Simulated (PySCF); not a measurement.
**Energy of Tc⁺ (technetium, charge +1) between two integer charges**

The 5s alpha orbital of [Kr] 4d5 5s1 is emptied in steps (occupation f), with all orbitals relaxed, ending at [Kr] 4d5. All numbers are calculated (PySCF 2.14, a scalar-relativistic core potential, in aug-cc-pVDZ-PP with ECP28MDF). The exact energy is a straight line in f; departures are measured from the line between the end points of the same method.

```
   f  UHF (eV)  LDA (eV)  PBE (eV)
   1     0.000     0.000     0.000
0.75     0.034    -0.641    -0.643
 0.5     0.044    -0.857    -0.862
0.25     0.032    -0.643    -0.650
   0     0.000     0.000     0.000
```

Question: For LDA, how does the orbital energy at f = 1 compare with the removal energy?

Answer: −ε = 12.499 eV against a total-energy difference of 15.910 eV. By Janak's theorem ε = ∂E/∂f, so the gap between them reflects the curvature. Along the path −ε is 14.194 (f = 0.75), 15.906 (f = 0.5), 17.626 (f = 0.25) eV.

```csv
method,E(f=0) − E(f=1) (eV),−ε at f=1 (eV),−ε at f=0.5 (eV)
UHF,14.215,14.400,14.211
LDA,15.910,12.499,15.906
PBE,15.624,12.216,15.604
```

Reference removal energy between the ground levels: 15.26 eV (semi-empirical (NIST evaluation); NIST Atomic Spectra Database, ionization energies). UHF lacks correlation.
